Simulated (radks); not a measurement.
Q: Yb, 70 electrons, occupied as [Xe] 4f14 5d1.5 6s0.5 (fractional occupations, a model configuration). Method: Dirac Kohn-Sham, PBE, spin-unpolarised, spherical densities, point nucleus; open shells fill j = l - 1/2 first; computed with a radial shooting solver on a logarithmic mesh with Libxc functionals. Some entries of the table are withheld. Estimate them.

orbital,occ.,eigenvalue (hartree),<1/r> (bohr^-1)
1s1/2,2,-2247.898,80.67
2s1/2,2,-380.6012,19.47
2p1/2,2,-362.9815,19.44
2p3/2,4,-324.5003,16.69
3s1/2,2,-85.77422,7.137
3p1/2,2,-78.00877,7.051
3p3/2,4,-69.84085,6.345
3d3/2,4,-56.64381,(1)
3d5/2,6,-54.85953,(2)
4s1/2,2,-16.86406,2.986
4p1/2,2,-13.72315,2.875
4p3/2,4,-11.87417,2.630
4d3/2,4,-6.71385,2.407
4d5/2,6,-6.37723,2.347
5s1/2,2,-1.99520,1.104
5p1/2,2,-1.15070,(3)
5p3/2,4,-0.92876,(4)
6s1/2,0.5,-0.14600,0.3140
4f5/2,6,-0.12264,1.748
4f7/2,8,-0.07430,1.710
5d3/2,1.5,-0.02921,0.3516

A: 
(1) 3d3/2 <1/r> (bohr^-1): 6.233
(2) 3d5/2 <1/r> (bohr^-1): 6.063
(3) 5p1/2 <1/r> (bohr^-1): 0.9625
(4) 5p3/2 <1/r> (bohr^-1): 0.8731
